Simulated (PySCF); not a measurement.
C₄H₉NSi, SMILES N[SiH2]C1=CCC1.

Coordinates come from a TPSSh-D3(BJ)/def2-SVP optimisation. The structure was generated by enumeration, and PubChem lists no compound with its InChIKey, so it may never have been made. The values are those of a single conformer.

Two levels are set side by side: TDDFT-PBE/def2-SVPD (PySCF) and TDDFT-ωB97X/def2-SVPD (PySCF). Vertical, same geometry. The lowest singlet is HOMO→LUMO 91 % with PBE and HOMO−1→LUMO 55 %, HOMO−2→LUMO 22 %, HOMO→LUMO 10 % with the other functional; states are paired by order. Differences are taken from unrounded values.

| quantity | TDDFT-ωB97X | TDDFT-PBE | TDDFT-PBE minus TDDFT-ωB97X |
|---|---|---|---|
| lowest singlet excitation (eV) | 6.43 | 4.79 | -1.63 |
| lowest triplet excitation (TDA) (eV) | 4.01 | 4.01 | -0.01 |
| first bright state (f over 0.05) (eV) | 6.56 | 6.35 | -0.21 |
| its oscillator strength | 0.28 | 0.20 | -0.07 |

Functionals without exact exchange tend to place singlet excitations lower, as here. Differences between two approximate levels are no errors against the true value.

Rough cost on one machine, each run with all the roots and properties that it gave: TDDFT-ωB97X against TDDFT-PBE about 9 times.
